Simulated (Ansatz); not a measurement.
```xyz
13

B    -1.7666    1.0436   -0.4908
Si    0.1727    1.6344   -0.4253
Si    0.5795   -0.2661    0.8471
C     1.0709   -1.8381   -0.0194
Cl   -1.5416   -0.4062    1.2145
H    -2.6315    1.7347   -0.0407
H    -2.0601    0.2633   -1.3503
H     0.9497    1.6550   -1.6962
H     0.4983    2.8620    0.3520
H     1.1864   -0.2145    2.2042
H     0.8532   -2.7120    0.5982
H     2.1455   -1.8192   -0.2235
H     0.5434   -1.9367   -0.9699
```

Charge 0, multiplicity 1.

Problem. List the PBE/def2-TZVPP orbital energies in eV (Ansatz). (Estimate.)

Solution. Ansatz gave: Occupied: -2739.64, -1780.60, -1779.14, -269.13, -250.20, -190.85, -190.79, -190.70, -176.86, -138.26, -136.95, -95.10, -94.94, -94.92, -93.71, -93.67, -93.63, -21.11, -17.83, -13.89, -12.70, -11.29, -10.69, -10.50, -9.66, -9.33, -8.94, -8.36, -8.18, -7.51, -7.09, -6.28. Lowest empty: -1.86, -1.39, -0.81, 0.31, 0.36, 0.56, 1.02, 1.44.
